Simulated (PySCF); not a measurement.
C3H5Se (doublet state).
Bonds: C1–C2, C2–Se3, Se3–C4, C1–C4. Hydrogens: H5 on C1; H6, H7 on C2; H8, H9 on C4.

A GFN2-xTB structure was refined with PySCF 2.14.0, PBE0-D3(BJ)/def2-SVP geometry optimisation, gas phase. Its GFN2-xTB values:

```json
{"coordinate": "C1–C2", "GFN2-xTB": "1.474 Å"}
{"coordinate": "C1–H5", "GFN2-xTB": "1.075 Å"}
{"coordinate": "C2–Se3", "GFN2-xTB": "2.023 Å"}
{"coordinate": "C2–H6", "GFN2-xTB": "1.091 Å"}
{"coordinate": "C1–C2–Se3", "GFN2-xTB": "90.8°"}
{"coordinate": "C1–C2–H6", "GFN2-xTB": "117.0°"}
{"coordinate": "C2–C1–C4", "GFN2-xTB": "104.1°"}
{"coordinate": "C2–C1–H5", "GFN2-xTB": "123.5°"}
{"coordinate": "C2–Se3–C4", "GFN2-xTB": "70.2°"}
{"coordinate": "Se3–C2–H6", "GFN2-xTB": "115.5°"}
{"coordinate": "H6–C2–H7", "GFN2-xTB": "109.9°"}
{"coordinate": "C1–C2–Se3–C4", "GFN2-xTB": "-13°"}
{"coordinate": "C2–C1–C4–Se3", "GFN2-xTB": "-18°"}
{"coordinate": "C2–Se3–C4–C1", "GFN2-xTB": "13°"}
{"coordinate": "C4–C1–C2–Se3", "GFN2-xTB": "18°"}
```

**Question.** How do these coordinates change at the PBE0-D3(BJ)/def2-SVP level?

**Answer.** 
```csv
coordinate,PBE0-D3(BJ)/def2-SVP (Å or °),change
C2–Se3,1.983,-0.040
C1–H5,1.095,+0.020
C1–C2,1.490,+0.016
C2–H6,1.104,+0.013
C2–C1–H5,127.2,+3.7
C2–Se3–C4,73.5,+3.3
Se3–C2–H6,112.9,-2.6
H6–C2–H7,108.3,-1.6
C2–C1–C4,105.6,+1.5
C1–C2–H6,115.8,-1.2
C1–C2–Se3,90.4,-0.4
C2–C1–C4–Se3,0,+18
C4–C1–C2–Se3,0,-18
C1–C2–Se3–C4,0,+13
C2–Se3–C4–C1,0,-13
```

The energy falls by 8.0 kJ/mol over 14 energy and gradient evaluations, the largest force component goes from 0.0132 to 1.9e-04 Eh/bohr, and the atoms move by 0.347 Å rms after alignment. Among the bonds, C2–Se3 and Se3–C4 change most and about equally (-0.041 to -0.040 Å). Bonds longer at the end by more than 0.005 Å: 7 of 9; shorter: 2. Among the dihedrals that turn most is H5–C1–C2–H7, from 121° to 64°. Rotational constants go from 10108, 4366, 3233 to 9999, 4539, 3252 MHz.

The run used 99 basis functions and 101 SCF cycles in all. Time: 82 s. Hardware: one thread, x86-64 server, on a shared host.

PBE0-D3(BJ)/def2-SVP frequencies: not computed here. ⟨S²⟩ = 0.755 (exact for a doublet: 0.75).
